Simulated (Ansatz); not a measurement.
Input for Ansatz (a first-principles code): U-CCSD(T)/def2-SVPD on H4MgSi (SMILES [MgH][SiH3]), a point of a bond scan (R = 1.532 Å).

Ansatz 0.2 input:
```yaml
crystal:
  periodic: [false, false, false]
  atoms:
    - {symbol: Mg, position_ang: [-1.27392741, -0.69923846, -0.17849356]}
    - {symbol: H, position_ang: [-2.60656809, -1.43070370, -0.36521359]}
    - {symbol: Si, position_ang: [0.97176783, 0.53338788, 0.13615713]}
    - {symbol: H, position_ang: [1.61305573, 0.24973858, 1.45235735]}
    - {symbol: H, position_ang: [0.83766034, 2.01691253, 0.06363188]}
    - {symbol: H, position_ang: [1.98630247, 0.16875768, -0.89430607]}
basis:
  gaussian:
    orbitals: def2-SVPD
correlation: {method: ccsd_t, electrons: outside_noble_gas}
scf: {omitted_lower_state_checks: [cluster_reference]}
magnetization: {spin_polarized: true, initial_magnetization: 0}
```

Question: Predict the final total energy.

Answer: -490.8627 hartree (reference determinant -490.6708, T1 diagnostic 0.013).
